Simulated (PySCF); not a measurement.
Species: C₆H₈P (charge -1).
Z-matrix (Å and degrees, PBE0-D3(BJ)/def2-SVP geometry), rows numbered from 1:
```
C 
C   1  1.5013
C   2  1.3985  1  124.43
C   3  1.4137  2  113.45  1   178.75
C   4  1.3983  3  113.32  2     0.10
C   5  1.5014  4  124.58  3   179.53
P   5  1.7683  4  111.13  3    -0.02
H   1  1.1032  2  111.46  3   166.66
H   1  1.1073  2  112.25  3    46.70
H   1  1.1088  2  113.05  3   -73.43
H   3  1.0988  2  123.30  1    -1.28
H   4  1.0986  3  123.27  2   179.62
H   6  1.1081  5  112.78  4   -60.31
H   6  1.1081  5  112.71  4    59.89
H   6  1.1029  5  111.27  4   179.77
```

NICS is the negative of the GIAO shielding at a point without a nucleus: at the ring centre (0) and 1 Å above and below it (1); zz is the component along the ring normal. Level: GIAO KT2/pcSseg-1 (PySCF, non-relativistic, gas phase) on the PBE0-D3(BJ)/def2-SVP geometry, one conformer.

Ring bond lengths (Å): C2–C3 1.399, C3–C4 1.414, C4–C5 1.398, C5–P7 1.768, P7–C2 1.769.

Task: Give the NICS values of each ring in ppm.

Result: 
```csv
ring,type,NICS(0),"NICS(1), two faces","NICS(1)zz, two faces",rms pucker (Å),"centre to ring atoms, mean (Å)"
C2–C3–C4–C5–P7,5-membered ring with P; formal bonds all aromatic,-12.3,-10.3 / -10.1,-26.2 / -25.6,0.00,1.31
```

Task: What can be read from them?

Result: 
- C2–C3–C4–C5–P7: mean NICS(1)zz -25.9 ppm, shielded.

Task: How equal are the bonds by HOMA? Use HOMA with the parameters of Krygowski (1993).

Result: 
- C2–C3–C4–C5–P7: HOMA 0.72; the largest term is that of P7–C2, α(R − Ropt)² = 0.59.

Task: How do the values depend on the level or the medium?

Result: 
```tsv
level	NICS(0), C2–C3–C4–C5–P7	mean NICS(1)zz, C2–C3–C4–C5–P7
KT2/pcSseg-1, gas	-12.3	-25.9
PBE0/pcSseg-1, gas	-12.0	-26.4
PBE0/pcSseg-1, IEF-PCM chloroform	-11.5	-26.5
PBE0/pcSseg-1, IEF-PCM dichloromethane	-11.4	-26.5
```

The geometry is the same throughout; the continuum's cavity takes Bondi-type radii × 1.2.
